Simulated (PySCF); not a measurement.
C₃H₃BrGeO.
Bonds: O1–C2 (double), C2–C3, C3–C4 (triple), C4–Ge5, Ge5–Br6. Hydrogens: H7 on C2; H8, H9 on Ge5.

A GFN2-xTB structure was refined with PBE0-D3(BJ)/def2-SVP geometry optimisation, gas phase (PySCF). Its GFN2-xTB values:

| coordinate | GFN2-xTB |
| --- | --- |
| O1=C2 | 1.200 Å |
| C2–C3 | 1.418 Å |
| C2–H7 | 1.105 Å |
| C3≡C4 | 1.264 Å |
| C4–Ge5 | 1.869 Å |
| Ge5–Br6 | 2.273 Å |
| Ge5–H8 | 1.497 Å |
| O1–C2–C3 | 123.9° |
| C2–C3–C4 | 179.1° |
| C3–C4–Ge5 | 177.2° |
| C4–Ge5–Br6 | 106.6° |

Question: How do these coordinates change at the PBE0-D3(BJ)/def2-SVP level?

Answer: 
| coordinate | PBE0-D3(BJ)/def2-SVP (Å or °) | change |
| --- | --- | --- |
| C3≡C4 | 1.220 | -0.044 |
| Ge5–H8 | 1.530 | +0.033 |
| C2–C3 | 1.450 | +0.032 |
| Ge5–Br6 | 2.302 | +0.029 |
| C4–Ge5 | 1.898 | +0.029 |
| C2–H7 | 1.117 | +0.012 |
| O1=C2 | 1.204 | +0.004 |
| C3–C4–Ge5 | 179.4 | +2.2 |
| C2–C3–C4 | 178.2 | -0.9 |
| C4–Ge5–Br6 | 107.3 | +0.7 |
| O1–C2–C3 | 123.9 | 0.0 |

The energy falls by 15.5 kJ/mol over 13 energy and gradient evaluations, the largest force component goes from 0.0998 to 2.2e-04 Eh/bohr, and the atoms move by 0.035 Å rms after alignment. The bond that changes most is C3≡C4 (both ends alkyne carbon), which shortens by 0.044 Å. Bonds longer at the end by more than 0.005 Å: 5 of 8; shorter: 1. Rotational constants go from 3505, 546.3, 475.5 to 3521, 533.5, 466.1 MHz.

The run used 135 basis functions and 98 SCF cycles in all.

Not checked by PBE0-D3(BJ)/def2-SVP frequencies.
